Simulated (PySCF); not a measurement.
Stepwise substitution at one centre (Sn OCH3-H). Gas-phase values, no solvent. One relaxed conformer stands for each flexible species; it need not be the lowest. Strings in code marks are SMILES. In the def2 sets, heavy atoms carry core potentials. All members: neutral, multiplicity 1. Level: B3LYP-D3(BJ)/def2-TZVP // B3LYP-D3(BJ)/def2-SVP (PySCF). B3LYP has the VWN-RPA correlation part, as in Gaussian. Delta-SCF ions had no search for a lower state.  The removal energy is E(N − 1 electrons) − E(N electrons) at the parent's geometry; ε(HOMO) is measured against the vacuum level.

```
species                                                        −ε(HOMO) (eV)  vertical ionisation energy (Delta-SCF) (eV)
-------------------------------------------------------------  -------------  -------------------------------------------
`C[O][SnH3]`                                                            7.21                                         9.59
`C[O][SnH2][O]C` (C–O–Sn–O torsion 60°, O–Sn–O–C torsion 60°)           7.36                                         9.42
`C[O][SnH]([O]C)[O]C`                                                   7.50                                         9.41
`C[O][Sn]([O]C)([O]C)[O]C`                                              7.71                                     withheld
`[SnH4]`                                                                8.96                                        11.49
```

Task: Fit vertical ionisation energy (Delta-SCF) = a + b·x to the 4 complete rows by least squares, with x = −ε(HOMO) in eV. Give a, b and the rms residual, and predict the withheld value.

Result: Means of the 4 rows: x̄ = 7.7575, ȳ = 9.9775 eV. Σ(x − x̄)² = 1.9701 and Σ(x − x̄)(y − ȳ) = 2.3987, so b = 1.218 and a = ȳ − b·x̄ = 0.529 eV. The rms residual is 0.194 eV. At x = 7.71 the line gives 9.92 eV. The run for `C[O][Sn]([O]C)([O]C)[O]C` gave 9.46 eV, so the line is off by 0.46 eV, more than twice the rms residual.

Codes: PySCF.
